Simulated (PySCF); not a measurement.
**EPR parameters of C6H10F**

Compound: C₆H₁₀F (doublet state).
Geometry (GFN2-xTB, Å), atoms numbered from 1 in this order:
```xyz
17
C6H10F angstrom
C     -1.210    1.515   -0.102
C     -0.709    0.279   -0.861
C      0.062   -0.637    0.035
C     -0.689   -1.766    0.651
C      1.398   -0.437    0.327
C      2.193    0.565   -0.154
F      3.488    0.627    0.216
H     -1.866    1.219    0.714
H     -0.372    2.067    0.317
H     -1.763    2.171   -0.770
H     -1.571   -0.252   -1.271
H     -0.085    0.607   -1.695
H     -0.078   -2.311    1.366
H     -1.029   -2.463   -0.118
H     -1.581   -1.397    1.162
H      1.881   -1.134    1.001
H      1.923    1.358   -0.828
```

The hyperfine couplings belong to this conformer and change with its torsions.

The species is `CC[C](C)/C=C/F` [radical].

Level of theory: UKS B3LYP, pcH-1 on C F H, non-relativistic, mean-field spin-orbit, GIAO (PySCF 2.14.0). One conformer (not necessarily the lowest) at the GFN2-xTB geometry, without solvent, vibrations or thermal averaging. Couplings are sensitive to structure, and on GFN2-xTB geometries they can be far from those on DFT ones. No stability test was run, so a lower SCF solution isn't excluded. ⟨S²⟩ is 0.775 where a pure state has 0.75.

| Quantity | Value |
| --- | --- |
| g1, g2, g3 | 2.00211, 2.00371, 2.00417 |
| g_iso | 2.00333 |
| Form of g | rhombic: the two nearest values differ by 22 % of g3 − g1 |
| ⟨S²⟩ | 0.7748 (exact 0.7500) |
| α and β electrons | 28, 27 |
| Total energy | -334.47360 Eh |

Isotropic coupling and dipolar principal values T1 to T3, in mT (MHz turned into mT with g_iso):

| atom | isotope | a_iso | T1 | T2 | T3 | Mulliken spin population |
| --- | --- | --- | --- | --- | --- | --- |
| C1 | 13C | 1.13 | -0.11 | -0.09 | 0.21 | 0.03 |
| C2 | 13C | -0.69 | -0.03 | -0.01 | 0.04 | -0.05 |
| C3 | 13C | 2.12 | -1.88 | -1.83 | 3.71 | 0.63 |
| C4 | 13C | -0.82 | -0.05 | 0.01 | 0.04 | -0.06 |
| C5 | 13C | -1.73 | -1.00 | 0.39 | 0.61 | -0.25 |
| C6 | 13C | 2.15 | -1.85 | -1.85 | 3.70 | 0.59 |
| F7 | 19F | 3.34 | -6.36 | -5.33 | 11.69 | 0.04 |
| H8 | 1H | -0.06 | -0.10 | -0.06 | 0.16 | 0.00 |
| H9 | 1H | -0.08 | -0.13 | 0.00 | 0.13 | 0.00 |
| H10 | 1H | 0.21 | -0.07 | -0.05 | 0.12 | 0.01 |
| H11 | 1H | 0.51 | -0.11 | -0.10 | 0.21 | 0.01 |
| H12 | 1H | 0.80 | -0.14 | -0.05 | 0.19 | 0.02 |
| H13 | 1H | 0.08 | -0.11 | -0.09 | 0.19 | 0.00 |
| H14 | 1H | 2.66 | -0.12 | -0.09 | 0.21 | 0.03 |
| H15 | 1H | 2.34 | -0.12 | -0.09 | 0.21 | 0.03 |
| H16 | 1H | 0.42 | -0.19 | -0.05 | 0.24 | 0.01 |
| H17 | 1H | -1.52 | -0.78 | -0.06 | 0.84 | -0.03 |

The Mulliken spin populations are largest on C3 (+0.63), C6 (+0.59) and C5 (-0.25). The positive populations add up to 1.39 and the negative ones to -0.39, together 2S = 1. The angles at C3 add up to 360.0°, so it is planar.

Axes: g2 points within 11° of the C6–F7 bond and g3 points within 14° of the C3–C4 bond.

Under fast tumbling the dipolar parts average out, and these isotropic splittings remain: 1 × 19F (F7, I = 1/2, 2 lines) with 3.34 mT, 3 × 1H (H13/H14/H15, I = 1/2, 4 lines) with 1.69 mT, 1 × 1H (H17, I = 1/2, 2 lines) with 1.52 mT, 2 × 1H (H11/H12, I = 1/2, 3 lines) with 0.66 mT and 1 × 1H (H16, I = 1/2, 2 lines) with 0.42 mT.

Nuclei that the bonding pattern makes equivalent are averaged, as if the motion that swaps them (rotation, inversion, ring flip) were fast. The three 1H nuclei of mean +47.5 MHz run from 2.2 to 74.5 MHz in the frozen geometry. The 1H value of +18.4 MHz is a mean of couplings from 14.3 to 22.6 MHz in this one geometry, not an average over conformers.

The 13C coupling of C6 (60.2 MHz) shows only in satellite lines or after enrichment, since that isotope makes up about 1.07 % of natural carbon.
